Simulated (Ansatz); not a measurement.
Relaxation of C2H3AlO (7 atoms, charge 0, multiplicity 1), to a largest force component of 0.02 eV/Å in at most 50 steps.

These are results of Ansatz 0.2.0, RKS r2SCAN/def2-SVP, not measurements.

```xyz
7
Properties=species:S:1:pos:R:3:forces:R:3
O -0.428 -2.053 1.629 -1.51 -2.47 2.43
C 0.116 -1.350 0.880 3.64 -6.86 1.82
C 0.627 -0.501 0.047 4.94 -0.16 -3.01
Al -0.381 1.073 -0.561 0.66 1.57 -1.44
H 1.630 -0.646 -0.337 0.99 0.27 -0.57
H -1.806 1.432 -0.076 -0.89 -0.39 0.70
H -0.309 -0.475 0.605 -7.83 8.04 0.07
```

Task: Where does it end, and by what steps?

Result: The forces met the threshold. After 28 steps the energy has fallen by 5.091 eV; H7 moved furthest, 2.09 Å. The start is strongly strained (largest force component 8 eV/Å), so its close contacts needn't be bonds. Parted: C2–H7, C3–H7, Al4–H6. Joined: H6–H7.

```csv
step,energy less start (eV),largest force component (eV/Å),accepted
0,0.0000,8.042,yes
1,-1.6560,4.619,yes
2,-2.5360,2.354,yes
3,-3.1204,1.212,yes
4,-3.5778,0.976,yes
5,-3.8984,1.255,yes
6,-4.1004,0.804,yes
7,-4.3395,0.844,yes
8,-4.6135,0.691,yes
9,-4.8200,1.158,yes
10,-4.8988,1.699,yes
11,-5.0069,0.452,yes
12,-5.0513,0.339,yes
13,-5.0689,0.288,yes
14,-5.0606,0.776,no
15,-5.0714,0.190,yes
16,-5.0745,0.125,yes
17,-5.0718,0.443,no
18,-5.0771,0.040,yes
19,-5.0785,0.117,yes
20,-5.0764,0.340,no
21,-5.0803,0.064,yes
22,-5.0819,0.099,yes
23,-5.0832,0.255,yes
24,-5.0885,0.020,yes
25,-5.0886,0.297,yes
26,-5.0886,0.140,no
27,-5.0911,0.023,yes
28,-5.0912,0.012,yes
```

```xyz
7
Properties=species:S:1:pos:R:3
O -0.540 -1.725 1.408
C 0.237 -1.358 0.612
C 0.992 -0.865 -0.344
Al 0.312 0.370 -1.736
H 2.055 -1.131 -0.390
H -1.848 1.439 1.164
H -1.759 0.750 1.471
```

Whether the end is a true minimum wasn't checked by a vibrational analysis.

Run time: 54 s on 2 threads of Intel(R) Xeon(R) Platinum 8375C CPU @ 2.90GHz (Ice Lake), on a shared host, peak memory 0.16 GiB.
